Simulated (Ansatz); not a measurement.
Total energies of BMe2(hfac) (C₇H₇BF₆O₂) from Ansatz at PBE-D4/def2-TZVP, gas phase (1 Eh = 27.2114 eV = 2625.5 kJ/mol). The reference geometry is relaxed at r2SCAN-D4/def2-SVP.

```tsv
atom	x (Å)	y (Å)	z (Å)
B1	1.1584	-0.0263	0.6790
C2	1.3903	-1.1395	1.7867
H3	0.5267	-1.8171	1.9005
H4	1.5794	-0.6769	2.7696
H5	2.2694	-1.7590	1.5436
C6	2.2846	1.0463	0.3612
H7	1.9903	1.7539	-0.4330
H8	3.2172	0.5541	0.0393
H9	2.5222	1.6387	1.2603
O10	-0.1678	0.7577	1.0493
C11	-1.2303	0.7374	0.3587
C12	-2.3654	1.5715	0.9525
F13	-1.9668	2.8318	1.1260
F14	-2.7231	1.0713	2.1374
F15	-3.4378	1.5710	0.1519
C16	-1.4006	0.0298	-0.8305
C17	-0.2972	-0.7081	-1.2751
C18	-0.4145	-1.5035	-2.5790
F19	0.6965	-2.1699	-2.8515
F20	-0.6794	-0.6661	-3.5917
F21	-1.4315	-2.3716	-2.4864
O22	0.8169	-0.7763	-0.6853
H23	-2.3375	0.0505	-1.3834
```

| state | geometry | energy (Eh) |
| --- | --- | --- |
| charge 0 singlet | reference | -1044.75644 |
| charge 1 doublet | reference | -1044.42190 |
| free B atom (doublet) | – | -24.61008 |
| free C atom (triplet) | – | -37.79597 |
| free H atom (doublet) | – | -0.49962 |
| free O atom (triplet) | – | -75.00967 |
| free F atom (doublet) | – | -99.66912 |

Single mean-field runs in def2-TZVP are fitted with def2-universal-jkfit.

Work out the vertical ionisation energy to the doublet.

E(charge 1 doublet) − E(charge 0 singlet) = -1044.42190 − (-1044.75644) = 0.33454 Eh = 9.10 eV. For comparison, −ε of the highest occupied level is 6.49 eV at this level, 2.61 eV less.

What is the binding energy per atom against free atoms?

Atoms: 1 × (-24.61008) + 7 × (-37.79597) + 7 × (-0.49962) + 2 × (-75.00967) + 6 × (-99.66912) = -1040.71327 Eh. Binding: -1040.71327 − (-1044.75644) = 4.04317 Eh = 110.02 eV, or 4.78 eV for each of 23 atoms (no zero-point energy, no counterpoise term).
